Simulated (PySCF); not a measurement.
An unknown shows these calculated signals:

1H NMR (600 MHz, computed): δ 7.26 (m, 1H), 7.22 (m, 1H), 4.99 (s, 3H).

13C{1H} NMR (computed): δ 142.2 (CH), 134.0 (CH), 128.6 (C).

Computed data (PySCF 2.14): GFN2-xTB geometry, GIAO PBE0/pcSseg-1 shieldings. Single conformer, relativity neglected, isolated molecule, averaged over atoms made equivalent by symmetry, fast rotation or ring inversion.

Referencing at the same level of theory: 1H (31.72 ppm) and 13C (186.93 ppm) vs TMS.

**Question.** Which of these does the molecule contain: a Si–H bond, a heteroaromatic ring, a carboxylic acid, a non-aromatic C=C double bond, an NH or NH2 group?

**Answer.** 
- A Si–H bond: yes (δH 4.99 (s)).
- A heteroaromatic ring: yes.
- A carboxylic acid: no.
- A non-aromatic C=C double bond: no.
- An NH or NH2 group: no.

The data belong to `[SiH3]n1cncc1Cl`, C3H5ClN2Si; they needn't prove each group on their own.

Carbon signals by region: 3 in the sp2 and nitrile region (100–160 ppm).

Carbons that carry Cl, above all several Cl atoms, come out too deshielded, partly because spin–orbit coupling is missing. Shifts are as computed. Against solution values, carbons near 30 ppm lie about +3 ppm off and those near 130 ppm about +5 ppm; carbons on Cl a further +6 ppm. Of 1309 compounds with measured shifts, 239 miss one by over three times the rms of a fit or turn the order of signals round; such compounds aren't used in these exercises. Multiplicities follow the n + 1 count of equivalent neighbours, as no J values were calculated; m marks all less simple cases, F and P coupling included.
